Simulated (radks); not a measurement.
Effect of the nuclear size on neutral samarium, [Xe] 4f6 6s2. Method: Dirac Kohn-Sham, relativistic LDA (MacDonald-Vosko exchange, VWN5 correlation), spin-unpolarised, spherical densities, finite nucleus; open shells are shared between the two j in proportion to 2j + 1; Fermi nuclear charge, rms radius 5.0819 fm; computed with a radial shooting solver on a logarithmic mesh with Libxc functionals. The rms radius is varied about that value; shifts are against it.

| rms radius (fm) | total energy shift (eV) | density at nucleus (e/bohr^3) | 1s1/2 shift (meV) | 2s1/2 shift (meV) | 5s1/2 shift (meV) | 5p1/2 shift (meV) | 6s1/2 shift (meV) | 4f7/2 shift (meV) | 6p1/2 (empty) shift (meV) |
|---|---|---|---|---|---|---|---|---|---|
| 4.1316 | -5.69 | 5.53e+05 | -2340 | -296 | -2.19 | 0.303 | -0.099 | 0.471 | 0.092 |
| 4.5737 | -3.15 | 5.397e+05 | -1300 | -164 | -1.21 | 0.168 | -0.055 | 0.261 | 0.051 |
| 5.0819 | 0 | 5.263e+05 | 0.000 | 0.000 | 0.000 | 0.000 | 0.000 | 0.000 | 0.000 |
| 5.2953 | 1.40 | 5.212e+05 | 575 | 72.8 | 0.538 | -0.075 | 0.024 | -0.116 | -0.023 |
| 6.017 | 6.45 | 5.056e+05 | 2650 | 336 | 2.48 | -0.344 | 0.113 | -0.534 | -0.105 |

Slopes of the eigenvalues against <r^2> in GHz/fm^2, as finite differences over the two radii next to the reference (eigenvalue slopes, not the field-shift constants of lines): 1s1/2 63500, 2s1/2 8050, 5s1/2 59.4, 5p1/2 -8.24, 6s1/2 2.70, 4f7/2 -12.8, 6p1/2 (empty) -2.51.
